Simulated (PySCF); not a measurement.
Here is a job for PySCF.
```python
from pyscf import gto, scf, dft

mol = gto.M(
    atom='''
Si   -0.00000000   -0.00000000   -0.54858264
O     0.00000000    0.00000000    0.96001962
''',
    basis='aug-cc-pvdz',
    verbose=3,
)

mf = dft.RKS(mol)
mf.xc = 'revpbe'
mf = mf.density_fit(auxbasis='def2-universal-jkfit')
mf.kernel()
```

Q: What is the computed nuclear repulsion energy (DF-REVPBE/aug-cc-pVDZ (PySCF))?

A: 39.2866 Eh

Q: Give the HOMO energy at the level DF-REVPBE/aug-cc-pVDZ.

A: -7.47 eV

Q: Predict the total energy from DF-REVPBE/aug-cc-pVDZ.

A: -364.646889 Ha

Q: Give the number of basis functions at the level DF-REVPBE/aug-cc-pVDZ.

A: 50

Q: Estimate the Mulliken (on the basis functions themselves) charges in atom order that DF-REVPBE/aug-cc-pVDZ returns for this input.

A: Si1 0.73, O2 -0.73

Q: Give the HOMO-LUMO gap at the level DF-REVPBE/aug-cc-pVDZ.

A: 4.67 eV
